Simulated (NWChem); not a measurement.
System: SeCl$_{4}$ cation, doublet; SMILES of the neutral closed-shell parent [Se](Cl)(Cl)(Cl)Cl

Input file for NWChem:

```
start job
memory heap 200 mb stack 900 mb global 1100 mb
charge 1
geometry units angstroms noautosym nocenter noautoz
  Se     0.000000     0.000000     0.192971
  Cl     1.659048     0.000000    -1.127876
  Cl     0.000000     2.134060     0.905561
  Cl    -1.659048     0.000000    -1.127876
  Cl     0.000000    -2.134060     0.905561
end
basis spherical
  Se library def2-svp
  Cl library def2-svp
end
dft
  odft
  mult 2
  xc xpbe96 cpbe96
  iterations 150
end
property
  efieldgrad
end
task dft property
```

In the optimisation the excess spin sits in a1 (C2v, its own frame). Coordinates come from a PBE0/def2-SVP, spin-unrestricted optimisation. No frequency run checked for a minimum. The spin multiplicity was typed, not searched, and may not be the lowest. No stability test was run on the SCF state.

Vzz is the largest principal value of the second derivative of the potential at the nucleus (NWChem prints the opposite sign); η is the asymmetry. Non-relativistic.

Atoms are numbered as in the input.

Task: Give the results of this calculation. (PBE/def2-SVP, spin-unrestricted.) Quantities: Vzz Se1 (a.u.); η Se1; Vzz Cl4 (a.u.); η Cl4; Vzz Cl5 (a.u.); η Cl5.

Result: The vzz Se1 (a.u.) comes out as -0.734 and the η Se1 is 0.57. The vzz Cl4 (a.u.) comes out as 3.896. The η Cl4 is 0.08. The vzz Cl5 (a.u.) is 3.404. The η Cl5 comes out as 0.13.
